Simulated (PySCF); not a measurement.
C₈H₆Cl₂O.
Atom-mapped SMILES: `[CH:1]#[C:2][c:3]1[c:4]([CH2:5][CH2:6][CH:7]([Cl:8])[Cl:9])[c:10]1=[O:11]` (hydrogens: H12 on C1; H13, H14 on C5; H15, H16 on C6; H17 on C7)

Theory: PBE0-D3(BJ)/def2-SVP geometry optimisation, gas phase (PySCF 2.14.0).

Task: Give the optimised bond lengths and angles.

Result: 
| bond | length (Å) | order |
| --- | --- | --- |
| C1≡C2 | 1.215 | triple |
| C2–C3 | 1.398 | single |
| C3–C4 | 1.359 | aromatic |
| C4–C5 | 1.475 | single |
| C5–C6 | 1.522 | single |
| C6–C7 | 1.513 | single |
| C7–Cl8, C7–Cl9 | 1.784 | single |
| C4–C10 | 1.423 | aromatic |
| C10=O11 | 1.199 | double |
| C3–C10 | 1.446 | aromatic |
| C1–H12 | 1.075 | single |
| C5–H13, C5–H14 | 1.103 | single |
| C6–H15, C6–H16 | 1.102 | single |
| C7–H17 | 1.096 | single |

Bonds in one row agree within 0.01 Å and their mean is given. Orders are formal, as drawn. A selection of angles:
| angle | degrees |
| --- | --- |
| C2–C1–H12 | 179.8 |
| C1–C2–C3 | 177.3 |
| C2–C3–C4 | 146.7 |
| C2–C3–C10 | 152.4 |
| C4–C3–C10 | 60.9 |
| C3–C4–C5 | 145.5 |
| C3–C4–C10 | 62.6 |
| C5–C4–C10 | 151.9 |
| C4–C5–C6 | 112.6 |
| C4–C5–H13 | 108.9 |
| C6–C5–H13 | 110.4 |
| H13–C5–H14 | 105.5 |
| C5–C6–C7 | 114.3 |
| C5–C6–H15 | 110.1 |
| C7–C6–H15 | 107.7 |
| H15–C6–H16 | 106.8 |
| C6–C7–Cl8 | 111.2 |
| C6–C7–H17 | 111.3 |
| Cl8–C7–Cl9 | 110.5 |
| Cl8–C7–H17 | 106.1 |
| C4–C10–O11 | 152.5 |
| C3–C10–C4 | 56.5 |
| C3–C10–O11 | 151.0 |

Torsions: C3–C4–C5–C6 -179° (antiperiplanar); C4–C5–C6–C7 180° (antiperiplanar); C5–C6–C7–Cl8 -62° (synclinal).

The 8 C–C bonds span 1.215 Å (C1≡C2, drawn triple) to 1.522 Å (C5–C6, drawn single), a spread of 0.307 Å. The 3-membered ring C3–C4–C10 has internal angles of 56.5° to 62.6°. Of the pairs four or more bonds apart, Cl8···H14 is among the closest relative to their van der Waals radii: 2.78 Å, 94 % of the sum of Bondi's values.

No PBE0-D3(BJ)/def2-SVP frequencies stand behind this structure, so it isn't proved a minimum. The numbers are those of one conformer.
